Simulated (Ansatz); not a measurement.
C2H6SSi can be A, `C[Si]SC`, or B, `C=CS[SiH3]`.

Isolated molecules relaxed with PBE0-D4/def2-TZVP in Ansatz; ΔE leaves out vibrations. CCSD(T)/CBS is the MP2 limit (def2-TZVPP, def2-QZVPP) plus CCSD(T) − MP2 in def2-TZVPP, frozen cores. This one scheme is used for every species. DFT in def2-TZVPP. B3LYP here is the variant with VWN-RPA as its local correlation; programs differ in this. One conformer a species, not always the lowest.

Which is lower in electronic energy at CCSD(T)/CBS, and by how much? (Best estimate.)

Ansatz gave: A, by 19.3 kJ/mol.

Give E(B) − E(A) in kJ/mol with B3LYP-D4, HF/def2-TZVPP, B2PLYP, B3LYP, CCSD(T)/def2-TZVPP, MP2/def2-TZVPP, ωB97M-V. (Best estimate.)

The calculation gave: B3LYP-D4 19.6, HF/def2-TZVPP -3.8, B2PLYP 17.2, B3LYP 19.0, CCSD(T)/def2-TZVPP 18.0, MP2/def2-TZVPP 15.5, ωB97M-V 28.7. The order is the other way round with HF/def2-TZVPP.

Largest T1 diagnostic: 0.014.

In def2-TZVPP, CCSD(T) changes the Hartree–Fock value by +21.7 kJ/mol (the triples alone add +0.7 kJ/mol) and MP2 by +19.2 kJ/mol. From PBE to PBE0 (25 % exact exchange), in def2-TZVPP and without D4, E(B) − E(A) moves by −3.2 kJ/mol.
